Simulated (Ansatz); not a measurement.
H3B2N, SMILES `BB=N` (charge 0, multiplicity 1).

Cartesian coordinates (Å):
```xyz
6

B     -1.1808     0.2176     0.9119
B      0.4444    -0.0819     0.8643
N      1.6639    -0.3068     0.8285
H     -1.5967     1.3205     1.0732
H     -1.9706    -0.6633     0.7857
H      2.6398    -0.4862     0.7998
```
Charge 0, multiplicity 1.

Frozen-core energies in cc-pVTZ from Ansatz (a quantum-chemistry and plane-wave program) at a geometry from B3LYP-D3(BJ)/def2-TZVP; the HF reference has <S^2> = 0.00 and the T1 diagnostic is 0.017.

```tsv
level	energy (Ha)
HF	-105.57922
MP2	-105.97410
CCSD	-105.99760
```

Q: Estimate the energies of CCSD(T), CCSDT and CCSDT(Q), and give each level's difference from CCSDT(Q).

A: 
| level | energy (Ha) | difference from CCSDT(Q) (mHa) |
|---|---|---|
| MP2 | -105.97410 | 44.04 |
| CCSD | -105.99760 | 20.54 |
| CCSD(T) | -106.01628 | 1.87 |
| CCSDT | -106.01691 | 1.23 |
| CCSDT(Q) | -106.01814 | 0.00 |
